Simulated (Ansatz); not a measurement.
The same path of Cl$_{3}$HOSi (6 atoms, charge 0, multiplicity 1) was run twice with different band settings. The coordinate that changes most is the dihedral H6–O1–Si2–Cl3.

These are results of Ansatz, RKS PBE-D4/STO-3G, not measurements.

Relaxed end points:

```xyz
6
Properties=species:S:1:pos:R:3
O -0.825 0.558 1.037
Si 0.176 0.057 -0.235
Cl 1.871 -1.022 0.436
Cl -0.828 -1.184 -1.626
Cl 0.776 1.840 -1.160
H -1.128 -0.314 1.502
```

```xyz
6
Properties=species:S:1:pos:R:3
O -1.125 -0.002 0.901
Si 0.094 -0.096 -0.272
Cl 1.796 -1.161 0.403
Cl -0.802 -1.108 -1.875
Cl 0.772 1.809 -0.902
H -0.694 0.494 1.699
```

Common settings: movable images 5; climbing image yes; optimiser quadratic models (default); start path IDPP; force threshold 0.05 eV/Å; iteration limit 60; end points relaxed.

| run | spring |
| --- | --- |
| 1 | 5.0 eV/Å² |
| 2 | 50.0 eV/Å² |

**Question.** What does each run give, and how far can it be trusted?

**Answer.** Run 1: converged after 6 iterations, highest image 0.038 eV above the first end. A vibrational analysis at the climbing image gives one clearly imaginary mode, 186i cm⁻¹: a first-order saddle point.
Run 2: converged after 6 iterations, highest image 0.038 eV above the first end. Another band between the same ends (5 images) ends at a top of the same energy, where a vibrational analysis finds 1 clearly imaginary mode.
Limits of this set-up: minimal basis.
